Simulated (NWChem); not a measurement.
System: CH$_{7}$FN$_{2}$Si; SMILES CN[Si@H](N)F

NWChem input:

```
start job
memory heap 200 mb stack 900 mb global 1100 mb
geometry units angstroms noautosym nocenter noautoz
  C      0.232899    -2.414864     0.146604
  N     -0.171945    -1.140557    -0.434274
  Si    -0.194258     0.368448     0.366095
  N     -1.283402     1.378530    -0.497244
  F      1.190940     1.213130     0.364535
  H      0.186911    -2.343129     1.238079
  H     -0.441831    -3.225204    -0.158899
  H      1.258397    -2.703990    -0.125230
  H     -0.182165    -1.131477    -1.448075
  H     -0.448992     0.059754     1.795870
  H     -1.211992     2.385658    -0.429008
  H     -2.233400     1.079248    -0.673578
end
basis spherical
  * library 6-31g*
end
dft
  xc b3lyp
  iterations 150
end
cosmo
  do_cosmo_smd true
  solvent dmf
end
task dft energy
```

Excerpt of the output:

```
             Northwest Computational Chemistry Package (NWChem) 7.3.0
             --------------------------------------------------------

                             Geometry "geometry" -> ""
                             -------------------------

 Output coordinates in angstroms (scale by  1.889725989 to convert to a.u.)

  No.       Tag          Charge          X              Y              Z
 ---- ---------------- ---------- -------------- -------------- --------------
    1 C                    6.0000     0.23289900    -2.41486400     0.14660400
    2 N                    7.0000    -0.17194500    -1.14055700    -0.43427400
    3 Si                  14.0000    -0.19425800     0.36844800     0.36609500
    4 N                    7.0000    -1.28340200     1.37853000    -0.49724400
    5 F                    9.0000     1.19094000     1.21313000     0.36453500
    6 H                    1.0000     0.18691100    -2.34312900     1.23807900
    7 H                    1.0000    -0.44183100    -3.22520400    -0.15889900
    8 H                    1.0000     1.25839700    -2.70399000    -0.12523000
    9 H                    1.0000    -0.18216500    -1.13147700    -1.44807500
   10 H                    1.0000    -0.44899200     0.05975400     1.79587000
   11 H                    1.0000    -1.21199200     2.38565800    -0.42900800
   12 H                    1.0000    -2.23340000     1.07924800    -0.67357800

 Effective nuclear repulsion energy (a.u.)     251.6845356996

                                 NWChem DFT Module
                                 -----------------

 Summary of "ao basis" -> "ao basis" (spherical)
 ------------------------------------------------------------------------------
       Tag                 Description            Shells   Functions and Types
 ---------------- ------------------------------  ------  ---------------------
 C                           6-31g*                  6       14   3s2p1d
 N                           6-31g*                  6       14   3s2p1d
 Si                          6-31g*                  8       18   4s3p1d
 F                           6-31g*                  6       14   3s2p1d
 H                           6-31g*                  2        2   2s

 in cosmo_initialize ...
 calling solv_data for solv:dmf

 solvent parameters
 solvname_short: dmf
 solvname_long:  N,N-dimethylformamide
 dielec:       37.2190
 dielecinf:     2.0463
 nonaqueous SMD model solvent descriptors
 dielec:       37.2190
 sola:          0.0000
 solb:          0.7400
 solc:          0.0000
 solg:         49.5600
 solh:          0.0000
 soln:          1.4305

          ---------------
          -cosmo- solvent
          ---------------
 Cosmo: York-Karplus, doi: 10.1021/jp992097l
 dielectric constant -eps-     =  37.22
 screen = (eps-1)/(eps    )    =   0.97313
 surface charge correction     = lagrangian

   van der Waals surface
 --------------------------

[...]

                                COSMO-SMD solvation results
                                ---------------------------

             internal energy in gas <Psi(g)|H|Psi(g)> =      -541.263557926493
         internal energy in solvent <Psi(s)|H|Psi(s)> =      -541.262561930011
                               delta internal energy  =         0.000995996481 (    0.62 kcal/mol)
   total free energy in solvent <Psi(s)|H+V/2|Psi(s)> =      -541.274006920310
 polarization energy contribution <Psi(s)|V/2|Psi(s)> =        -0.011444990298 (   -7.18 kcal/mol)
    total free energy in solvent including G(SMD-CDS) =      -541.271015820693
                       G(SMD-CDS) energy contribution =         0.002991099617 (    1.88 kcal/mol)
     1 M fixed-concentration free energy of solvation =        -0.007457894200 (   -4.68 kcal/mol)

                       DFT Final Molecular Orbital Analysis
                       ------------------------------------

 Vector   23  Occ=2.000000D+00  E=-3.448147D-01
              MO Center= -8.1D-02, -2.6D-01,  6.2D-01, r^2= 3.4D+00
   Bfn.  Coefficient  Atom+Function         Bfn.  Coefficient  Atom+Function
  ----- ------------  ---------------      ----- ------------  ---------------
    84      0.286002  10 H  s                65     -0.272160   5 F  pz
    37      0.263878   3 Si pz               83      0.223271  10 H  s
    19     -0.211660   2 N  pz               69     -0.205605   5 F  pz
    18     -0.173285   2 N  py               76      0.129280   6 H  s
    23     -0.128230   2 N  pz               81      0.126306   9 H  s

 Vector   24  Occ=2.000000D+00  E=-2.576433D-01
              MO Center= -1.1D+00,  1.1D+00, -3.4D-01, r^2= 1.8D+00
   Bfn.  Coefficient  Atom+Function         Bfn.  Coefficient  Atom+Function
  ----- ------------  ---------------      ----- ------------  ---------------
    51      0.505298   4 N  pz               55      0.434844   4 N  pz
    84     -0.243749  10 H  s                49     -0.181682   4 N  px
    53     -0.159502   4 N  px               20      0.116312   2 N  s
    83     -0.108640  10 H  s                52     -0.105196   4 N  s
    41      0.095792   3 Si pz               17     -0.085538   2 N  px

 Vector   25  Occ=2.000000D+00  E=-2.398084D-01
              MO Center= -1.3D-01, -1.2D+00, -3.2D-01, r^2= 2.1D+00
   Bfn.  Coefficient  Atom+Function         Bfn.  Coefficient  Atom+Function
  ----- ------------  ---------------      ----- ------------  ---------------
    17      0.514259   2 N  px               21      0.449809   2 N  px
    80     -0.172238   8 H  s                 3     -0.150441   1 C  px
    78      0.147838   7 H  s                79     -0.138398   8 H  s
    77      0.116653   7 H  s                51      0.104662   4 N  pz
    18      0.101900   2 N  py               55      0.100689   4 N  pz

 Vector   26  Occ=0.000000D+00  E= 6.841046D-02
              MO Center= -6.4D-01,  6.0D-01,  3.1D-01, r^2= 5.8D+00
   Bfn.  Coefficient  Atom+Function         Bfn.  Coefficient  Atom+Function
  ----- ------------  ---------------      ----- ------------  ---------------
    52      1.162714   4 N  s                 6     -0.702981   1 C  s
    40     -0.667884   3 Si py               39      0.654037   3 Si px
    38     -0.591699   3 Si s                86     -0.354065  11 H  s
    88     -0.301970  12 H  s                76      0.300036   6 H  s
    78      0.261030   7 H  s                80      0.252369   8 H  s

 Vector   27  Occ=0.000000D+00  E= 7.471167D-02
              MO Center=  2.5D-01,  4.7D-01,  2.6D-01, r^2= 4.7D+00
   Bfn.  Coefficient  Atom+Function         Bfn.  Coefficient  Atom+Function
  ----- ------------  ---------------      ----- ------------  ---------------
    39      0.816162   3 Si px               38      0.666922   3 Si s
    66     -0.569788   5 F  s                88      0.430881  12 H  s
    52     -0.426207   4 N  s                40      0.390051   3 Si py
    20     -0.321144   2 N  s                82      0.300083   9 H  s
    21     -0.276022   2 N  px               80      0.244684   8 H  s

 Vector   28  Occ=0.000000D+00  E= 8.172317D-02
              MO Center= -4.9D-01, -5.0D-01, -1.9D-01, r^2= 5.5D+00
   Bfn.  Coefficient  Atom+Function         Bfn.  Coefficient  Atom+Function
  ----- ------------  ---------------      ----- ------------  ---------------
    20      1.152306   2 N  s                38     -0.755858   3 Si s
    40      0.755665   3 Si py                6      0.701617   1 C  s
    82     -0.554881   9 H  s                52      0.529409   4 N  s
    41      0.420924   3 Si pz               78     -0.350733   7 H  s
    39      0.329389   3 Si px               86     -0.323002  11 H  s

     Multipole analysis of the density
     ---------------------------------

     L   x y z        total         alpha         beta         nuclear
     -   - - -        -----         -----         ----         -------
     0   0 0 0     -0.000000    -25.000000    -25.000000     50.000000

     1   1 0 0     -0.836511      3.232940      3.232940     -7.302391
     1   0 1 0     -0.377755      2.292400      2.292400     -4.962555
     1   0 0 1     -0.358847     -2.980283     -2.980283      5.601719

     2   2 0 0    -26.821512    -73.870826    -73.870826    120.920140
     2   1 1 0     -3.526980     15.955222     15.955222    -35.437425
     2   1 0 1      0.449730    -17.152177    -17.152177     34.754084
     2   0 2 0    -23.955967   -197.472165   -197.472165    370.988363
     2   0 1 1      0.340480     -0.470254     -0.470254      1.280988
     2   0 0 2    -27.533360    -38.381671    -38.381671     49.229982
```

Level: B3LYP/6-31G* (spherical d), SMD on the gas-phase geometry. Geometry: optimised at B3LYP/6-31G* (spherical d). Solvent: N,N-dimethylformamide.
